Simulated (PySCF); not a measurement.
C7H13 (charge +1).
Z-matrix (Å and degrees, GFN2-xTB geometry), rows numbered from 1:
```
C 
C   1  1.3536
C   2  1.4993  1  119.61
C   2  1.4350  1  121.10  3  -176.00
C   4  1.4550  2  122.75  1   -20.04
C   4  1.4621  2  118.77  1   161.10
C   6  1.5178  4  117.92  2  -177.19
H   1  1.0782  2  120.41  3    -0.92
H   1  1.0767  2  123.91  3   174.81
H   3  1.0884  2  111.28  1   130.59
H   3  1.0856  2  110.42  1    10.47
H   3  1.0889  2  110.91  1  -108.95
H   5  1.0839  4  114.86  2    -1.86
H   5  1.0950  4  109.85  2   123.06
H   5  1.0953  4  108.68  2  -124.17
H   6  1.1007  4  107.41  2    58.74
H   6  1.0992  4  108.37  2   -51.55
H   7  1.0864  6  109.55  4   178.15
H   7  1.0878  6  111.54  4    58.93
H   7  1.0879  6  111.68  4   -62.51
```

Computed geometry: GFN2-xTB, gas phase.

Take the most abundant isotopes and a rigid rotor. The values belong to one conformer with, in the numbering `[CH2:1]=[C:2]([CH3:3])[C+:4]([CH3:5])[CH2:6][CH3:7]`, C1–C2–C4–C5 -20°, C2–C4–C6–C7 -177°.

What are A, B and C (MHz)?

Ia = 120.55, Ib = 276.55, Ic = 379.28 u·Å²; 505379 MHz·u·Å²/I gives A = 4192, B = 1827, C = 1332 MHz.

Classify the top.

An asymmetric top; Ray's κ = -0.654.

Is it planar, by Δ = Ic − Ia − Ib?

Not planar: Δ = Ic − Ia − Ib = -17.83 u·Å². For a rigid frame Δ = −2 Σ m c², so Σ m c² = 8.91 u·Å² lies off the ab plane: 6.86 from hydrogen and 2.06 from heavier atoms. The atom farthest from that plane is 1.09 Å away.

Give the other two planar moments, Paa and Pbb, and the rms extents of the mass along the axes.

Paa = Σ m a² = (Ib + Ic − Ia)/2 = 267.64 and Pbb = Σ m b² = (Ia + Ic − Ib)/2 = 111.64 u·Å². With the mass M = 97.10 u, the rms extents √(P/M) along a, b and c are 1.66, 1.07, 0.30 Å.

List the rotational levels J(Ka,Kc) to J = 2 (cm⁻¹).

Above 0(0,0):
J = 1: 1(0,1) 0.1054, 1(1,1) 0.1843, 1(1,0) 0.2008
J = 2: 2(0,2) 0.3139, 2(1,2) 0.3786, 2(1,1) 0.4281, 2(2,1) 0.6647, 2(2,0) 0.6671

No GFN2-xTB frequencies stand behind this structure, so it isn't proved a minimum. No vibrational averaging or centrifugal distortion is included, and the geometry carries the error of its method.
